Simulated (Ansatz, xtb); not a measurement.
**A geometry optimisation of F2H2Si3 with r2SCAN-D4/def2-SVP**

The starting geometry of this gas-phase singlet was built from a drawn formula by distance geometry and a force field; its bonds are those of `F[Si]1(F)[Si][SiH2]1`.

```xyz
7

F    -2.3975   -0.5387    1.6421
F    -1.2702   -1.6870   -0.4882
Si   -1.0529   -1.0407    0.9129
Si    0.2208   -2.2974    2.2854
Si    0.8882   -0.1844    1.5211
H     1.0242    0.6493    2.7098
H     2.0994   -0.3692    0.6925
```

Predict what it relaxes into with r2SCAN-D4/def2-SVP.

A new bond forms, giving a structure with H7 bridging Si5 and Si4, given below by its coordinates. Distances that change by over a tenth: Si5–H7 (1.48 → 1.65 Å). Contacts that close: Si4–H7 (3.13 → 1.74 Å).

The energy falls by 0.93 eV over 25 steps:

```tsv
step	E − E(last) (eV)
1	0.932
4	0.472
6	0.463
9	0.432
12	0.361
14	0.306
17	0.064
20	0.013
22	0.000
25	0.000
```

Final geometry (Å):

```json
{"atom": "F", "x (Å)": "-2.4985", "y (Å)": "-1.0090", "z (Å)": "1.5035"}
{"atom": "F", "x (Å)": "-1.2525", "y (Å)": "-1.1352", "z (Å)": "-0.7224"}
{"atom": "Si", "x (Å)": "-1.0052", "y (Å)": "-1.0962", "z (Å)": "0.8792"}
{"atom": "Si", "x (Å)": "0.6290", "y (Å)": "-2.2958", "z (Å)": "2.1227"}
{"atom": "Si", "x (Å)": "0.5739", "y (Å)": "0.0436", "z (Å)": "1.9623"}
{"atom": "H", "x (Å)": "1.5620", "y (Å)": "1.1192", "z (Å)": "2.3146"}
{"atom": "H", "x (Å)": "1.5034", "y (Å)": "-1.0947", "z (Å)": "1.2157"}
```

From the same start GFN2-xTB ends elsewhere, differing in Si3–Si5 (3.44 against 2.23 Å here), Si4–H7 (3.58 against 1.74 Å here).

The end wasn't checked by frequencies. Run with Ansatz 0.2.0, 110 s on 1 thread of Arm Neoverse V2 (shared host).
